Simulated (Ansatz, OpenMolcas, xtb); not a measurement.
# C2H7NSi (SMILES C=C[SiH2]N): methods side by side

C2H7NSi has 11 atoms, charge 0, and is taken as a singlet. As SMILES, `C=C[SiH2]N`. Geometry: relaxed at PBE0-D4/def2-TZVP. This is one conformer, not always the lowest.

Each level gives the HOMO–LUMO gap (eV). The values are calculated.

```
           level                    kind     program  value (eV)   CPU time
        GFN0-xTB          semi-empirical         xtb        4.22  under 2 s
      HF/cc-pVDZ            Hartree–Fock      Ansatz       14.12      3.3 s
   SVWN5/cc-pVDZ                     LDA  OpenMolcas        4.61       58 s
     PBE/cc-pVDZ                     GGA      Ansatz        4.68      7.1 s
    TPSS/cc-pVDZ                meta-GGA  OpenMolcas        4.98    1.7 min
  r2SCAN/cc-pVDZ                meta-GGA  OpenMolcas        5.17       97 s
   B3LYP/cc-pVDZ           global hybrid      Ansatz        6.71      8.2 s
  M06-2X/cc-pVDZ         hybrid meta-GGA  OpenMolcas        9.47       86 s
   HSE06/cc-pVDZ  range-separated hybrid      Ansatz        6.37      9.1 s
PBE-QIDH/cc-pVDZ           double hybrid      Ansatz       11.52       12 s
```

The values span 4.22 to 14.12 eV. Orbital gaps aren't excitation energies, and those of double hybrids come from the SCF part alone; they tend to grow with the share of exact exchange. Times are those of the runs behind each value, whatever else they computed, on shared processors of several kinds: orders of magnitude only.
